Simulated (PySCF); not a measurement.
C3H8S2Si.
Structure used (PBE0-D3(BJ)/def2-SVP), in Å, numbered top down from 1:
```xyz
14
C3H8S2Si angstrom
C     -2.022   -0.052   -0.854
S     -0.869    1.286   -0.467
C     -0.595    1.005    1.241
C      0.624    0.951    1.800
S      2.215    0.975    1.060
Si     2.011    0.001   -0.869
H     -1.526   -1.031   -0.779
H     -2.360    0.109   -1.886
H     -2.895   -0.021   -0.186
H     -1.480    0.950    1.885
H      0.691    0.898    2.892
H      1.071   -1.156   -0.802
H      1.732    0.894   -2.026
H      3.403   -0.526   -1.028
```

Method: PySCF, PBE0-D3(BJ)/def2-SVP geometry optimisation, gas phase.

Masses are those of the commonest isotopes; rigid-rotor values at the optimised geometry. The values belong to one conformer with, in the numbering `[CH3:1][S:2]/[CH:3]=[CH:4]\[S:5][SiH3:6]`, C1–S2–C3–C4 131°, C3–C4–S5–Si6 -32°.

What are A, B and C (MHz)?

Ia = 181.38, Ib = 386.34, Ic = 514.41 u·Å²; 505379 MHz·u·Å²/I gives A = 2786, B = 1308, C = 982.4 MHz.

What kind of rotor is it?

An asymmetric top; Ray's κ = -0.639.

Is it planar, by Δ = Ic − Ia − Ib?

Not planar: Δ = Ic − Ia − Ib = -53.31 u·Å². For a rigid frame Δ = −2 Σ m c², so Σ m c² = 26.65 u·Å² lies off the ab plane: 7.31 from hydrogen and 19.34 from heavier atoms. The atom farthest from that plane is 1.51 Å away.

Give the other two planar moments, Paa and Pbb, and the rms extents of the mass along the axes.

Paa = Σ m a² = (Ib + Ic − Ia)/2 = 359.69 and Pbb = Σ m b² = (Ia + Ic − Ib)/2 = 154.72 u·Å². With the mass M = 135.98 u, the rms extents √(P/M) along a, b and c are 1.63, 1.07, 0.44 Å.

Predict some low-J microwave lines.

The dipole components are |μa| = 2.33 D, |μb| = 0.04 D, |μc| = 1.43 D. The squared components, which scale the intensities, stand as 1.00 : 0.00 : 0.38 (a : b : c). Some lines, for components of 0.1 D or more:

```csv
type,branch,"J(Ka,Kc)",MHz,lower level (cm⁻¹)
c,Q,"5(1,5) ← 5(0,5)",331,1.099
c,Q,"3(1,3) ← 3(0,3)",870,0.451
a,Q,"5(2,3) ← 5(2,4)",1411,1.360
c,Q,"1(1,1) ← 1(0,1)",1478,0.076
a,R,"1(0,1) ← 0(0,0)",2291,0.000
a,Q,"4(1,3) ← 4(1,4)",3226,0.761
c,R,"1(1,0) ← 0(0,0)",4094,0.000
a,R,"3(0,3) ← 2(0,2)",6686,0.228
a,R,"3(1,2) ← 2(1,1)",7327,0.300
c,Q,"3(3,1) ← 3(2,1)",7999,0.685
a,R,"4(2,3) ← 3(2,2)",9125,0.677
c,R,"2(2,0) ← 1(1,0)",9390,0.137
a,R,"4(2,2) ← 3(2,1)",9553,0.685
c,R,"2(2,1) ← 1(1,1)",9667,0.126
a,R,"5(4,2) ← 4(4,1)",11559,1.641
c,R,"3(2,2) ← 2(1,2)",12283,0.268
c,R,"4(1,3) ← 3(0,3)",12522,0.451
c,R,"4(2,3) ← 3(1,3)",15053,0.480
c,R,"3(3,0) ← 2(2,0)",15062,0.450
c,R,"4(4,0) ← 3(3,0)",20655,0.952
```

Estimate the classical rotational partition function at 25 K, 200 K and 298.15 K.

Point group C1, symmetry number σ = 1; q = (√π/σ)·√((kT/h)³/(ABC)), k/h = 20836.6 MHz/K: 11100 at 25 K, 252000 at 200 K, 459000 at 298.15 K.

Stationary, but not proved a minimum. No vibrational averaging or centrifugal distortion is included, and the geometry carries the error of its method. A rigid rotor knows nothing of internal rotation, which can split or shift real lines.
